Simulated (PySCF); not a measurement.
```xyz
4
charge 0 multiplicity 1, angstrom
Hf    0.0025   -0.4423    0.0000
S     1.9775   -1.4124    0.0000
Br   -0.3984    0.8003    2.1278
Br   -0.3984    0.8003   -2.1278
```

Level of theory: PySCF, PBE0, basis Hf def2-SVP with ECP60, S def2-SVP, Br def2-SVP (scalar-relativistic core potentials, no spin–orbit coupling, density fitting).

This geometry of HfSBr₂ is a stationary point at this level.

What is the point group?

Cs.

Is it a minimum?

Yes: all harmonic wavenumbers are real, though the softest, 46 cm⁻¹, leaves little margin.

List the harmonic modes with their infrared intensities.


```csv
symmetry,ω (cm⁻¹),IR (km/mol),type
a',46,8.9,bend
a',78,4.1,bend
a'',107,0.8,bend
a',243,16.3,stretch
a'',273,50.4,stretch
a',520,57.8,stretch
```

Stability towards spin polarisation was not tested. Other isomers or separated fragments may lie lower. With an element this heavy the missing spin–orbit coupling can shift these numbers.
